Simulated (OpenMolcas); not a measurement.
Mn4+: from CASSCF to CASPT2

```
Program             : OpenMolcas 26.06
Basis               : ANO-RCC-VTZP [6s5p3d2f1g]
Scalar Hamiltonian  : X2C, point nucleus
Active space        : 3 electrons in 10 orbitals (3d 4d)
State averaging     : 2S+1 = 4 even, 10 roots; 2S+1 = 2 even, 40 roots
Spin-orbit coupling : RASSI with atomic mean-field integrals over the reference wave functions, term energies averaged over their components
```

Methods on the same reference wave functions:
A. CASSCF
B. SS-CASPT2, IPEA 0.25 Eh, imaginary shift 0.1 Eh (closed shells correlated: 3s 3p)
C. MS-CASPT2, IPEA 0.25 Eh, imaginary shift 0.1 Eh (closed shells correlated: 3s 3p)

Energies in cm⁻¹ above 3d³ ⁴F_3/2, the measured ground level; measured values from Corliss and Sugar, J. Phys. Chem. Ref. Data 6, 1253 (1977).

```json
{"Level": "3d³ ⁴F_3/2", "A": "0.0", "B": "0.0", "C": "0.0", "Measured": "0.0"}
{"Level": "3d³ ⁴F_5/2", "A": "373", "B": "376", "C": "376", "Measured": "359"}
{"Level": "3d³ ⁴F_7/2", "A": "882", "B": "886", "C": "886", "Measured": "835"}
{"Level": "3d³ ⁴F_9/2", "A": "1513", "B": "1514", "C": "1514", "Measured": "1412"}
{"Level": "3d³ ⁴P_1/2", "A": "20081", "B": "16910", "C": "16910", "Measured": "16434"}
{"Level": "3d³ ⁴P_3/2", "A": "20240", "B": "17060", "C": "17060", "Measured": "16595"}
{"Level": "3d³ ²G_7/2", "A": "20409", "B": "18080", "C": "18080", "Measured": "17892"}
{"Level": "3d³ ⁴P_5/2", "A": "20697", "B": "17520", "C": "17520", "Measured": "17049"}
{"Level": "3d³ ²G_9/2", "A": "20939", "B": "18620", "C": "18620", "Measured": "18399"}
{"Level": "3d³ ²H_9/2", "A": "26999", "B": "25390", "C": "25390", "Measured": "24975"}
{"Level": "3d³ ²P_1/2", "A": "27046", "B": "23370", "C": "23370", "Measured": "23082"}
{"Level": "3d³ ²P_3/2 [71 %]", "A": "27147", "B": "23330", "C": "23330", "Measured": "22919"}
{"Level": "3d³ ²H_11/2", "A": "27406", "B": "25810", "C": "25810", "Measured": "25334"}
{"Level": "3d³ ²D_3/2(1) [72 %]", "A": "29434", "B": "25210", "C": "25210", "Measured": "24670"}
{"Level": "3d³ ²D_5/2(1)", "A": "29708", "B": "25330", "C": "25330", "Measured": "24630"}
{"Level": "3d³ ²F_7/2", "A": "46553", "B": "41350", "C": "41350", "Measured": "40423"}
{"Level": "3d³ ²F_5/2", "A": "46776", "B": "41570", "C": "41570", "Measured": "40707"}
{"Level": "3d³ ²D_5/2(2)", "A": "71950", "B": "64820", "C": "64820", "Measured": "62608"}
{"Level": "3d³ ²D_3/2(2)", "A": "72185", "B": "65060", "C": "65050", "Measured": "62854"}
```

Deviations, from unrounded energies. A percentage is the sum of absolute deviations over the sum of measured energies, with the sign that they share, or ± where signs differ.

```
                        Against measurement  Levels      A     B     C
             mean absolute deviation (cm-1)      18   3800   610   610
      fine structure of the ground term (%)       3   +6.2  +6.5  +6.5
other terms of the ground configuration (%)      15  +15.7  +2.5  +2.5
```

B, C lie about equally close to measurement and A furthest from it. The largest miss of C in the table is 3d³ ²D_5/2(2), by +2200 cm-1. The ranking rests on the paired levels alone, and a cruder setting can come out closer through cancelling errors.

Between B and C no level of the table moves by more than 5 cm-1.

The two smallest mean deviations differ by little beside CASPT2's spread within terms, so their order carries little weight.

From A to B the spin-free energies of the other terms of 3d³ shown, above ⁴F, scale by factors of 0.84 to 0.94, as is usual when dynamic correlation screens the repulsion within a d or f shell.

The lowest spin-free term lies below A's lowest term by 0.316 hartree in B, 0.316 hartree in C.

Term energies are means over components that CASPT2 splits; among the terms shown or strongly mixed into the levels shown the widest spread is 770 cm-1 (3d³ ⁴F, C). Active for correlation alone: 4d; no level in the range computed is led by a configuration that fills it, so any true level of that kind is missing. Without dynamic correlation excited terms often stand tens of per cent too high (terms of higher spin than the ground term too low), and those without a measured partner can miss by more than the paired ones (holds for A). Some levels mix across a computed gap that differs much from the measured one, so their mixing is not that of the real levels (holds for A). Measured partners are found by configuration, term and J. A level has none where our copy of the source lacks it or the pairing is in doubt (some pairs that miss far off the trend of their configuration count as doubtful), and it then counts in no deviation. Levels of configurations outside the active space are missing.

A share in square brackets marks a mixed level and gives the weight of the term that names it, the lowest over the columns. A number in round brackets counts repeated terms of one configuration in the order of the reference energies.
